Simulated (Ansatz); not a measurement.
In₉P₁₀H₂₈²⁺, a nanocrystal cut from zinc blende InP (hydrogen-capped). Charge 2, multiplicity 2. Geometry PBE-D4/def2-SVP, that of the charge +1 singlet; atoms count from 1.

```
atom   x (Å)   y (Å)   z (Å)
  P1  -3.563   0.038   2.433
  P2  -2.450   3.541   0.252
  P3  -0.837  -2.900   3.082
  P4   0.294   0.475   0.917
  P5   3.145  -2.491   1.588
  P6  -0.106  -3.020  -1.117
  P7   4.205   0.838  -0.483
  P8  -2.707  -0.219  -1.736
  P9   0.902   0.158  -3.087
 P10   1.337   3.936  -1.160
In11  -3.233  -2.111   4.018
In12  -2.190   0.960   0.426
In13  -0.819   5.469  -0.676
In14  -2.742  -2.779  -1.063
In15   0.626  -2.076   1.098
In16   1.721   1.367  -1.037
In17   5.379  -1.219   0.794
In18   1.830  -2.301  -2.772
In19  -1.464   1.250  -3.554
 H20  -4.880  -0.047   1.875
 H21  -3.797   1.175   3.272
 H22  -2.929   3.949   1.539
 H23  -3.693   3.666  -0.449
 H24   0.065  -2.986   4.192
 H25  -0.929  -4.305   2.817
 H26   0.687   1.110   2.139
 H27   3.218  -2.669   3.008
 H28   3.294  -3.869   1.227
 H29   0.149  -4.403  -0.822
 H30   4.725   2.055   0.065
 H31   4.824   0.942  -1.770
 H32  -4.089   0.162  -1.829
 H33   1.791   0.775  -4.033
 H34   2.453   4.506  -0.465
 H35   1.780   4.238  -2.488
 H36  -2.842  -1.411   5.548
 H37  -4.337  -3.273   3.396
 H38  -0.375   6.325   0.757
 H39  -1.440   5.840  -2.236
 H40  -3.077  -2.709   0.663
 H41  -3.472  -3.731  -2.301
 H42   6.006  -2.203  -0.469
 H43   5.954  -0.494   2.252
 H44   3.185  -2.051  -1.678
 H45   1.742  -3.187  -4.248
 H46  -1.323   2.806  -2.744
 H47  -2.017   0.869  -5.142
```

In the def2 sets In takes a core potential; there is no spin–orbit coupling. Single mean-field runs in def2-SVP are fitted with def2-universal-jkfit.

(1) Estimate the Mulliken populations of the heavy atoms from the PBE0/def2-SVP orbitals of Ansatz.

(2) Where does the spin sit?

(3) And the Mayer bond orders between heavy atoms (over 0.3)?

Answers

(1) 
| atom | charge (e) | spin (α − β) |
| --- | --- | --- |
| P1 | -0.22 | 0.02 |
| P2 | -0.22 | 0.02 |
| P3 | -0.21 | 0.03 |
| P4 | -0.41 | 0.00 |
| P5 | -0.21 | 0.06 |
| P6 | -0.34 | 0.18 |
| P7 | -0.21 | 0.06 |
| P8 | -0.37 | 0.09 |
| P9 | -0.34 | 0.19 |
| P10 | -0.21 | 0.03 |
| In11 | 0.37 | 0.00 |
| In12 | 0.45 | 0.01 |
| In13 | 0.37 | 0.00 |
| In14 | 0.40 | 0.03 |
| In15 | 0.44 | -0.02 |
| In16 | 0.44 | -0.02 |
| In17 | 0.37 | 0.00 |
| In18 | 0.41 | 0.02 |
| In19 | 0.40 | 0.02 |
Mulliken values depend strongly on the basis.

(2) Summed by element: P 0.68, In 0.04, H 0.28, of 1 unpaired in all. Largest on single atoms: P9 0.19, P6 0.18, H44 0.12.

(3) P1–In11 0.54 (2.69 Å); P1–In12 0.75 (2.60 Å); P2–In12 0.75 (2.60 Å); P2–In13 0.54 (2.69 Å); P3–In11 0.52 (2.69 Å); P3–In15 0.76 (2.60 Å); P4–In12 0.73 (2.58 Å); P4–In15 0.75 (2.58 Å); P4–In16 0.75 (2.58 Å); P5–In15 0.73 (2.60 Å); P5–In17 0.53 (2.69 Å); P6–In14 0.53 (2.65 Å); P6–In15 0.90 (2.52 Å); P6–In18 0.60 (2.65 Å); P7–In16 0.73 (2.60 Å); P7–In17 0.53 (2.69 Å); P8–In12 0.85 (2.52 Å); P8–In14 0.62 (2.65 Å); P8–In19 0.62 (2.65 Å); P9–In16 0.90 (2.52 Å); P9–In18 0.60 (2.65 Å); P9–In19 0.53 (2.65 Å); P10–In13 0.52 (2.69 Å); P10–In16 0.76 (2.60 Å).
